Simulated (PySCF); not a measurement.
Si(OH)2 (H2O2Si), SMILES O[Si]O (connectivity only; charge and spin as stated), neutral, multiplicity 1.

The structure is a stationary point at B3LYP-D3(BJ)/def2-TZVP. One conformer was computed; it need not be the lowest.

The numbers are results of B3LYP-D3(BJ)/def2-TZVP (PySCF), not measurements.

Frequencies are harmonic and unscaled.

Computed harmonic wavenumbers and intensities:
```tsv
mode	ν (cm⁻¹)	IR (km/mol)	moving atoms (share of kinetic energy)
1	322	26.6	O 59 %, H 22 %, Si 19 %
2	448	192.1	H 91 %, O 9 %
3	512	49.5	H 86 %, O 12 %
4	776	89.9	H 54 %, O 42 %
5	794	140.4	H 73 %, O 24 %
6	839	210.5	O 46 %, Si 35 %, H 18 %
7	899	98.9	O 38 %, Si 35 %, H 27 %
8	3776	43.7	H 94 %
9	3840	92.8	H 94 %
```
